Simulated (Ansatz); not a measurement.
Mulliken charges of CH3ClFISi, SMILES `FC(I)[SiH2]Cl` from r2SCAN/def2-TZVPP in Ansatz (PBE0-D4/def2-TZVP geometry).

| atom | x (Å) | y (Å) | z (Å) | charge (e) |
| --- | --- | --- | --- | --- |
| F1 | -1.456 | -1.259 | 0.462 | -0.189 |
| C2 | -0.940 | -0.084 | -0.019 | 0.051 |
| I3 | -1.514 | 1.544 | 1.264 | -0.073 |
| Si4 | 0.951 | -0.200 | -0.097 | 0.433 |
| Cl5 | 1.642 | 1.447 | -1.092 | -0.233 |
| H6 | -1.413 | 0.142 | -0.976 | 0.113 |
| H7 | 1.503 | -0.238 | 1.273 | -0.043 |
| H8 | 1.319 | -1.408 | -0.872 | -0.057 |

Problem. By hand: the dipole of these point charges (1 e Å = 4.8032 D).

Solution. Σ q r = (0.067, -0.196, -0.083) e Å, of length 0.223 e Å = 1.07 D.

Problem. How does the dipole of the full density compare? (Estimate.)

Solution. Ansatz gave: (0.080, -0.112, -0.137) e Å, 0.93 D; the point charges give 1.15 times that, at 27° from its direction.

Point charges leave out the atoms' own dipoles, such as those of lone pairs, and Mulliken's split depends on the basis, so the two needn't agree.
